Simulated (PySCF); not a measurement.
Ga(F)2(SeH) (F2GaHSe), SMILES [F][Ga]([F])[SeH].

Coordinates come from a PBE-D3(BJ)/def2-SVP optimisation. The structure was generated by enumeration; whether it is a known compound was not checked. One conformer was computed; it need not be the lowest.

Computed with PBE-D3(BJ)/def2-SVP in PySCF.

Frequencies are harmonic and unscaled.

Computed vibrational spectrum:
| mode | ν (cm⁻¹) | IR (km/mol) | moving atoms (share of kinetic energy) |
|---|---|---|---|
| 1 | 105 | 5.1 | F 60 %, Ga 24 %, Se 13 % |
| 2 | 156 | 20.2 | Ga 50 %, F 46 % |
| 3 | 175 | 22.4 | F 84 %, Se 13 % |
| 4 | 231 | 6.7 | H 96 % |
| 5 | 294 | 18.5 | Ga 44 %, Se 43 %, F 12 % |
| 6 | 621 | 0.9 | H 95 % |
| 7 | 671 | 69.5 | F 83 %, Ga 16 % |
| 8 | 713 | 59.8 | F 71 %, Ga 28 % |
| 9 | 2357 | 2.5 | H 99 % |
